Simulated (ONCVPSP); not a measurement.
An all-electron radial function and its pseudo partner (Si)

Columns: radius, all-electron u(r) and pseudo u(r) of the 3s shell (level -11.01 eV) of silicon in the configuration [Ne] 3s1.75 3p2.25; PBE, scalar-relativistic, ONCV scheme, ONCVPSP 4.0.1.

| r (bohr) | all-electron | pseudo |
| --- | --- | --- |
| 0.093 | 0.1372 | 0.0169 |
| 0.185 | -0.0948 | 0.0360 |
| 0.278 | -0.2756 | 0.0596 |
| 0.370 | -0.3393 | 0.0886 |
| 0.463 | -0.3090 | 0.1238 |
| 0.555 | -0.2204 | 0.1645 |
| 0.648 | -0.1000 | 0.2111 |
| 0.740 | 0.0297 | 0.2620 |
| 0.833 | 0.1589 | 0.3178 |
| 0.925 | 0.2774 | 0.3764 |
| 1.018 | 0.3837 | 0.4378 |
| 1.110 | 0.4739 | 0.4988 |
| 1.203 | 0.5497 | 0.5579 |
| 1.295 | 0.6105 | 0.6112 |
| 1.388 | 0.6587 | 0.6570 |
| 1.480 | 0.6942 | 0.6927 |
| 1.573 | 0.7189 | 0.7181 |
| 1.665 | 0.7335 | 0.7333 |
| 1.758 | 0.7396 | 0.7395 |
| 1.850 | 0.7382 | 0.7382 |
| 1.943 | 0.7306 | 0.7306 |
| 2.035 | 0.7179 | 0.7179 |
| 2.128 | 0.7009 | 0.7009 |
| 2.220 | 0.6808 | 0.6808 |
| 2.313 | 0.6579 | 0.6579 |
| 2.405 | 0.6334 | 0.6334 |

Question: How many radial nodes do the two functions have?

Answer: The all-electron 3s function has n − l − 1 = 2; the pseudo-wave has 0, since the states of the same l below it are removed with the core.

Question: At about which radius was the pseudo-wave matched?

Answer: 1.85 bohr. The columns agree to 0.0005 from 1.67 bohr on; several derivatives are matched, so the curves merge somewhat inside the radius.

Question: Is the pseudo-wave norm-conserving?

Answer: Yes: the ONCV scheme keeps the norm inside the radius equal to the all-electron one, which fixes the energy derivative of the logarithmic derivative at the level.
